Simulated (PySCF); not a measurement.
**Field gradients at the hydrogen positions**

Compound: FH6PSi2.
Z-matrix (Å and degrees, PBE0-D3(BJ)/def2-SVP geometry), rows numbered from 1:
```
F 
Si  1  1.6326
Si  2  2.3417  1  108.75
P   3  2.2732  2  107.47  1   179.51
H   2  1.4931  1  108.12  3   120.82
H   2  1.4921  1  108.37  3  -120.96
H   3  1.4950  2  109.46  1   -63.86
H   3  1.4960  2  110.07  1    55.54
H   4  1.4294  3   93.48  2   -74.32
H   4  1.4283  3   94.00  2  -168.25
```

Level: PBE0/pcSseg-1 (PySCF, non-relativistic); Q(2H) = 0.00286 b; rigid geometry, the same for H and D, with no vibrational averaging.

Problem. Give the electric field gradient Vzz (the principal value of largest size), its asymmetry and the 2H coupling at each hydrogen.

Solution. 
| atom | bonded to | bond length (Å) | Vzz (au) | η | χzz (kHz) |
| --- | --- | --- | --- | --- | --- |
| H5 | Si2 | 1.493 | 0.1364 | 0.04 | 92 |
| H6 | Si2 | 1.492 | 0.1367 | 0.04 | 92 |
| H7 | Si3 | 1.495 | 0.1412 | 0.01 | 95 |
| H8 | Si3 | 1.496 | 0.1404 | 0.01 | 94 |
| H9 | P4 | 1.429 | 0.1689 | 0.09 | 113 |
| H10 | P4 | 1.428 | 0.1704 | 0.08 | 115 |

Problem. Average by the element that carries the hydrogen.

Solution. on Si: 93 kHz over 4 positions, mean bond length 1.494 Å; on P: 114 kHz over 2 positions, mean bond length 1.429 Å.

Problem. A static deuteron (I = 1) shows a doublet split by (3/2)χ, (3/4)χ(1 + η) and (3/4)χ(1 − η) with the field along z, y and x of the gradient. What are these for H6?

Solution. With |χ| = 91.9 kHz and η = 0.042: 138, 72 and 66 kHz, to first order and without motion.

The structure is a single PBE0-D3(BJ)/def2-SVP conformer in the gas phase; no vibrational or solvent corrections. A larger basis could move these couplings by a tenth or more.
